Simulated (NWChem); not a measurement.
System: ZnNH3; SMILES [NH2][ZnH]

The following NWChem deck was run.

```
start job
memory heap 200 mb stack 900 mb global 1100 mb
geometry units angstroms noautoz
  Zn    -0.007373    -0.368755    -0.040580
  H     -0.009245    -1.898811    -0.050133
  N     -0.002330     1.443368    -0.144549
  H     -0.819300     1.977556     0.136700
  H      0.821641     1.968677     0.133345
end
basis spherical
  * library def2-svpd
end
dft
  xc pbe0
  iterations 150
  mulliken
end
task dft energy
```

The geometry was optimised at PBE0/def2-SVP.

Problem. Predict the main results of this run. (PBE0/def2-SVPD.) Quantities: basis functions; energy (Ha); highest occupied level (eV); orbital gap (eV); dipole (D).

Solution. 
```yaml
number_of_basis_functions: 78
energy (Ha): -1835.34
highest occupied level (eV): -6.78
orbital gap (eV): 6.49
dipole (D): 0.84
```
